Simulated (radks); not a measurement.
Task: All-electron atom: Nb+ in [Kr] 4d4. All-electron calculation, scalar-relativistic Kohn-Sham, LDA (Slater exchange, Perdew-Wang correlation), spin-polarised, spherical densities, finite nucleus; open shells are filled with parallel spins first (spin-orbit coupling, left out, can overturn this in heavy ions); Fermi nuclear charge, rms radius 4.324 fm; hard spherical wall at 10 bohr. Program: a radial shooting solver on a logarithmic mesh with Libxc functionals. Some entries of the table are withheld. Estimate them.

orbital  occ.  eigenvalue (eV)  <r> (bohr)
1s down     1        -18787.38     0.03613
1s up       1        -18787.37     0.03613
2s up       1        -2633.851      0.1582
2s down     1        -2633.523      0.1582
2p up       3        -2354.323      0.1378
2p down     3        -2354.071      0.1378
3s up       1        -443.9901      0.4441
3s down     1        -443.7546      0.4441
3p up       3        -352.6380      0.4465
3p down     3        -352.3814      0.4464
3d up       5        -202.7940      0.4335
3d down     5        -202.4441      0.4332
4s up       1         -65.4866       1.162
4s down     1         -63.6064       1.155
4p up       3         -41.7626       1.307
4p down     3         -39.6737       1.299
4d up       4              (1)       2.038
5s up       0         -10.2087       3.274
5s down     0          -8.5876       3.463
4d down     0              (2)       2.116
5p up       0          -6.1737       4.026
5p down     0          -5.0710       4.323
4f up       0           0.7416       5.828
4f down     0           1.1268       6.072

Result: 
(1) 4d up eigenvalue (eV): -10.2748
(2) 4d down eigenvalue (eV): -8.0042
